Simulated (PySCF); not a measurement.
HOP, SMILES P=O. Geometry optimised at TPSSh-D3(BJ)/def2-TZVPD.

TDDFT-PBE/def2-TZVPD (PySCF) puts the lowest singlet excitations at 2.30, 5.19, 5.64, 6.31, 6.32, 6.79 eV and the lowest triplet (TDA) at 1.44 eV.

Question: What are the lowest singlet roots from EOM-CCSD/aug-cc-pVDZ (PySCF 2.14.0)? (The exact figures need the calculation; the answer reports its results.)

Answer: 2.55, 5.62, 6.06, 6.70, 6.95, 7.02 eV; triplets 1.74, 4.37, 4.86 eV. S1 differs by 0.25 eV (second minus first; roots are paired by order, and the bases may differ).
